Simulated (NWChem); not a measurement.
System: sulfur trioxide (SO3); SMILES O=S(=O)=O

NWChem input:

```
start job
memory heap 200 mb stack 900 mb global 1100 mb
geometry units angstroms
  O     -0.677163    -1.245735    -0.003657
  S      0.000005     0.000002     0.000156
  O     -0.739846     1.209182    -0.030389
  O      1.417013     0.036554     0.034011
end
basis spherical
  * library 6-31g*
end
dft
  xc b3lyp
  iterations 150
end
driver
  maxiter 150
  loose
end
task dft optimize
```

Excerpt of the output:

```
             Northwest Computational Chemistry Package (NWChem) 7.3.0
             --------------------------------------------------------

 D3H symmetry detected

                             Geometry "geometry" -> ""
                             -------------------------

 Output coordinates in angstroms (scale by  1.889725989 to convert to a.u.)

  No.       Tag          Charge          X              Y              Z
 ---- ---------------- ---------- -------------- -------------- --------------
    1 O                    8.0000    -1.00260010    -1.00260010     0.00000000
    2 S                   16.0000     0.00000000     0.00000000    -0.00000000
    3 O                    8.0000    -0.36697710     1.36957720     0.00000000
    4 O                    8.0000     1.36957720    -0.36697710     0.00000000

 Effective nuclear repulsion energy (a.u.)     184.6856268863

      Symmetry information
      --------------------

 Group name             D3h
 Group number             27
 Group order              12
 No. of unique centers     2

                                Z-matrix (autoz)
                                --------

 Units are Angstrom for bonds and degrees for angles

      Type          Name      I     J     K     L     M      Value
      ----------- --------  ----- ----- ----- ----- ----- ----------
    1 Stretch                  1     2                       1.41789
    2 Stretch                  2     3                       1.41789
    3 Stretch                  2     4                       1.41789
    4 Bend                     1     2     3               120.00000
    5 Bend                     1     2     4               120.00000
    6 Bend                     3     2     4               120.00000
    7 Torsion                  1     2     3     4         180.00000
    8 Torsion                  1     2     4     3        -180.00000
    9 Torsion                  3     2     1     4        -180.00000
   10 Torsion                  1     4     2     3         180.00000
   11 Torsion                  3     1     2     4         180.00000
   12 Torsion                  1     3     2     4        -180.00000

                           NWChem Geometry Optimization
                           ----------------------------

 maximum gradient threshold         (gmax) =   0.004500
 rms gradient threshold             (grms) =   0.003000
 maximum cartesian step threshold   (xmax) =   0.018000
 rms cartesian step threshold       (xrms) =   0.012000
 fixed trust radius                (trust) =   0.300000
 source of zmatrix                         =   autoz

          -------------------
          Energy Minimization
          -------------------

 Using diagonal initial Hessian
 Scaling for Hessian diagonals: bonds = 1.00  angles = 0.25  torsions = 0.10

          --------
          Step   0

                                 NWChem DFT Module
                                 -----------------

 Summary of "ao basis" -> "ao basis" (spherical)
 ------------------------------------------------------------------------------
       Tag                 Description            Shells   Functions and Types
 ---------------- ------------------------------  ------  ---------------------
 O                           6-31g*                  6       14   3s2p1d
 S                           6-31g*                  8       18   4s3p1d

      Symmetry analysis of basis
      --------------------------

        a1'        12
        a1"         1
        a2'         3
        a2"         6
        e'         28
        e"         10

  Rotation of axis

            General Information
            -------------------
          SCF calculation type: DFT
          Wavefunction type:  closed shell.
          No. of atoms     :     4
          No. of electrons :    40
           Alpha electrons :    20
            Beta electrons :    20
          Charge           :     0
          Spin multiplicity:     1
          Use of symmetry is: on ; symmetry adaption is: on
          Maximum number of iterations: 150
          AO basis - number of functions:    60
                     number of shells:    26
          Convergence on energy requested:  1.00D-06
          Convergence on density requested:  1.00D-05
          Convergence on gradient requested:  5.00D-04

              XC Information
              --------------
                         B3LYP Method XC Potential
                     Hartree-Fock (Exact) Exchange  0.200
                        Slater Exchange Functional  0.800 local
                    Becke 1988 Exchange Functional  0.720 non-local
              Lee-Yang-Parr Correlation Functional  0.810
                  VWN I RPA Correlation Functional  0.190 local

[...]

      ----------------------
      Optimization converged
      ----------------------

  Step       Energy      Delta E   Gmax     Grms     Xrms     Xmax
  ---- ---------------- -------- -------- -------- -------- --------
@    2    -623.75225196 -3.2D-06  0.00013  0.00007  0.00081  0.00156
                                     ok       ok       ok       ok

                                Z-matrix (autoz)
                                --------

 Units are Angstrom for bonds and degrees for angles

      Type          Name      I     J     K     L     M      Value     Gradient
      ----------- --------  ----- ----- ----- ----- ----- ---------- ----------
    1 Stretch                  1     2                       1.45338   -0.00013
    2 Stretch                  2     3                       1.45338   -0.00013
    3 Stretch                  2     4                       1.45338   -0.00013
    4 Bend                     1     2     3               120.00000   -0.00000
    5 Bend                     1     2     4               120.00000    0.00000
    6 Bend                     3     2     4               120.00000    0.00000
    7 Torsion                  1     2     3     4         180.00000   -0.00000
    8 Torsion                  1     2     4     3         180.00000    0.00000
    9 Torsion                  3     2     1     4         180.00000    0.00000
   10 Torsion                  1     4     2     3         180.00000   -0.00000
   11 Torsion                  3     1     2     4         180.00000   -0.00000
   12 Torsion                  1     3     2     4         180.00000    0.00000

                         Geometry "geometry" -> "geometry"
                         ---------------------------------

 Output coordinates in angstroms (scale by  1.889725989 to convert to a.u.)

  No.       Tag          Charge          X              Y              Z
 ---- ---------------- ---------- -------------- -------------- --------------
    1 O                    8.0000    -1.02769306    -1.02769306     0.00000000
    2 S                   16.0000     0.00000000     0.00000000     0.00000000
    3 O                    8.0000    -0.37616177     1.40385483     0.00000000
    4 O                    8.0000     1.40385483    -0.37616177     0.00000000

 Effective nuclear repulsion energy (a.u.)     180.1761966904

      Symmetry information
      --------------------

 Group name             D3h
 Group number             27
 Group order              12
 No. of unique centers     2

                Final and change from initial internal coordinates
                --------------------------------------------------

                                Z-matrix (autoz)
                                --------

 Units are Angstrom for bonds and degrees for angles

      Type          Name      I     J     K     L     M      Value       Change
      ----------- --------  ----- ----- ----- ----- ----- ---------- ----------
    1 Stretch                  1     2                       1.45338    0.03549
    2 Stretch                  2     3                       1.45338    0.03549
    3 Stretch                  2     4                       1.45338    0.03549
    4 Bend                     1     2     3               120.00000    0.00000
    5 Bend                     1     2     4               120.00000    0.00000
    6 Bend                     3     2     4               120.00000    0.00000
    7 Torsion                  1     2     3     4         180.00000    0.00000
    8 Torsion                  1     2     4     3         180.00000    0.00000
    9 Torsion                  3     2     1     4         180.00000    0.00000
   10 Torsion                  1     4     2     3         180.00000    0.00000
   11 Torsion                  3     1     2     4         180.00000    0.00000
   12 Torsion                  1     3     2     4         180.00000    0.00000

 ==============================================================================
                                internuclear distances
 ------------------------------------------------------------------------------
       center one      |      center two      | atomic units |  angstroms
 ------------------------------------------------------------------------------
    2 S                |   1 O                |     2.74649  |     1.45338
    3 O                |   2 S                |     2.74649  |     1.45338
    4 O                |   2 S                |     2.74649  |     1.45338
 ------------------------------------------------------------------------------
                         number of included internuclear distances:          3
 ==============================================================================
```

Level: B3LYP/6-31G* (spherical d).
